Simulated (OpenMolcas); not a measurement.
## Ag: effect of the IPEA shift

```json
{
 "Program": "OpenMolcas",
 "Basis": "ANO-RCC-VDZP [6s5p3d1f]",
 "Scalar Hamiltonian": "DKH2, point nucleus",
 "Active space": "11 electrons in 6 orbitals (4d 5s)",
 "State averaging": "2S+1 = 2 even, 6 roots",
 "Spin-orbit coupling": "RASSI with atomic mean-field integrals over the reference wave functions, term energies averaged over their components"
}
```

Methods on the same reference wave functions:
A. CASSCF
B. SS-CASPT2, IPEA 0 Eh, imaginary shift 0.1 Eh (closed shells correlated: 4s 4p)
C. SS-CASPT2, IPEA 0.25 Eh, imaginary shift 0.1 Eh (closed shells correlated: 4s 4p)

Energies in cm-1 above 4d10 5s 2S 1/2, the measured ground level; measured values from NIST Handbook of Basic Atomic Spectroscopic Data.

| Level | A | B | C | Measured |
| --- | --- | --- | --- | --- |
| 4d10 5s 2S 1/2 | 0.0 | 0.0 | 0.0 | 0.0 |
| 4d9 5s2 2D 5/2 | 23062 | 30400 | 30160 | 30242 |
| 4d9 5s2 2D 3/2 | 27404 | 34740 | 34500 | 34714 |

Deviations, from unrounded energies. A percentage is the sum of absolute deviations over the sum of measured energies, with the sign that they share, or ± where signs differ.

```
           Against measurement  Levels      A     B     C
mean absolute deviation (cm-1)       2   7200    91   150
      other configurations (%)       2  -22.3  +0.3  -0.4
```

B lies closest to measurement on these levels and A furthest from it. The largest miss of B in the table is 4d9 5s2 2D 5/2, by +160 cm-1. The ranking rests on the paired levels alone, and a cruder setting can come out closer through cancelling errors.

Between B and C the level of the table that moves most is 4d9 5s2 2D 3/2, by 240 cm-1 (lowest in C, highest in B). Moves below CASPT2's spread within the term are not significant.

The lowest spin-free term lies below A's lowest term by 0.458 hartree in B, 0.455 hartree in C.

CASPT2 breaks the degeneracy within a term, and the mean is taken; among the terms shown or strongly mixed into the levels shown the widest spread is 49 cm-1 (4d9 5s2 2D, C). A single d shell beside an s shell can misplace configurations of different d count against each other. Without dynamic correlation excited terms often stand tens of per cent too high (terms of higher spin than the ground term too low), and those without a measured partner can miss by more than the paired ones (holds for A). Measured partners are found by configuration, term and J. A level has none where our copy of the source lacks it or the pairing is in doubt (some pairs that miss far off the trend of their configuration count as doubtful), and it then counts in no deviation. Only configurations of the active space appear.
